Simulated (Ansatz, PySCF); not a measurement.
(1R)-1-chloro-1,2,2-trifluoroethane (C2H2ClF3), SMILES C(F)(F)[C@H](F)Cl. Atoms are numbered in the order given.

```xyz
8

F      1.4441    -1.4165     0.6431
C      0.9701    -0.1863     0.3661
F      1.4682     0.2078    -0.8120
C     -0.5492    -0.2682     0.2958
F     -0.9127    -1.0516    -0.7323
Cl    -1.2226     1.3604     0.1058
H      1.2912     0.5143     1.1565
H     -0.9457    -0.6843     1.2349
```
Charge 0, spin multiplicity 1.

Geometry optimised at PBE0-D3(BJ)/def2-SVP. One conformer was computed; it need not be the lowest.

Two levels are set side by side: PBE-D3(BJ)/def2-SVP (Ansatz, a program for electronic structure) and PBE0-D3(BJ)/def2-SVP (Ansatz). Each level has its own optimised geometry; the coordinates shown are those of the second. Frequencies come from the Hessian of PySCF at each geometry. Differences are taken from unrounded values.

```
quantity                            PBE0-D3(BJ)  PBE-D3(BJ)  PBE-D3(BJ) minus PBE0-D3(BJ)
----------------------------------  -----------  ----------  ----------------------------
mean bond length (Å)                      1.361       1.376                         0.015
bond F1–C2 (Å)                            1.347       1.365                         0.018
bond C2–F3 (Å)                            1.338       1.354                         0.016
bond C2–C4 (Å)                            1.523       1.536                         0.012
bond C4–F5 (Å)                            1.343       1.357                         0.014
bond C4–Cl6 (Å)                           1.772       1.794                         0.022
bond C2–H7 (Å)                            1.104       1.114                         0.010
bond C4–H8 (Å)                            1.101       1.111                         0.010
highest harmonic wavenumber (cm⁻¹)         3128        3018                          -111
mean harmonic wavenumber (cm⁻¹)            1095        1045                           -51
zero-point energy (kcal/mol)              28.19       26.89                         -1.30
```

Exact exchange shortens and stiffens bonds; PBE has none. Differences between two approximate levels are no errors against the true value.
